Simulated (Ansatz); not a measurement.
Total energies of `C[B]([AlH2])NP`.

```csv
atom,x (Å),y (Å),z (Å)
C1,-0.3198,-0.0241,-1.4394
B2,0.1610,-0.2919,0.0299
Al3,1.3091,-2.0188,0.6196
N4,-0.1214,0.6153,1.0757
P5,-0.9758,2.1273,1.0929
H6,-1.0013,0.8218,-1.5646
H7,0.5567,0.1589,-2.0747
H8,-0.7932,-0.9147,-1.8655
H9,1.7598,-3.1974,-0.3580
H10,1.7554,-2.1519,2.1533
H11,0.2262,0.3935,1.9971
H12,-0.4053,2.7350,-0.0574
H13,-2.1513,1.7471,0.3911
```

Charge 0, multiplicity 1. The geometry is a stationary point of PBE0-D4/def2-TZVP. It is one conformer, not always the lowest. Basis def2-TZVPP, the Gaussian-basis code of Ansatz.

RPA on PBE orbitals: Hartree–Fock energy of these orbitals -704.33116 Eh, correlation -1.28230 Eh (frozen core).

```csv
functional,energy without D4 (Eh),D4 term (kJ/mol)
LDA (SPW92),-702.90810,–
PBE,-705.90118,-28.6
revPBE,-706.21554,-84.1
r2SCAN,-706.24192,-7.3
B97M-V,-706.23806,–
PBE0,-705.97557,-24.5
B3LYP,-706.43097,-46.1
r2SCANh,-706.23380,-7.8
r2SCAN0,-706.22278,-8.6
HSE06 (plane-wave form),-705.95473,-22.9
BHLYP,-706.30341,-35.7
CAM-B3LYP,-706.32007,-25.1
ωB97X-V,-706.24811,–
PBE-QIDH,-705.78323,–
```

Problem. Give the same for BLYP, LC-ωPBE, ωB97M-V, B2PLYP. (An estimate is asked.)

Solution. The calculation gave: 
```
functional  energy without D4 (Eh)  D4 term (kJ/mol)
      BLYP              -706.31122             -62.2
   LC-ωPBE              -706.10692                 –
   ωB97M-V              -706.26760                 –
    B2PLYP              -706.02003                 –
```

B3LYP takes the VWN-RPA correlation (the form of Gaussian; ORCA's B3LYP/G). HSE06 is the plane-wave form, built on full-range PBE exchange. The double hybrids freeze the cores in their second-order part.

LC-ωPBE has ω = 0.4 bohr⁻¹.
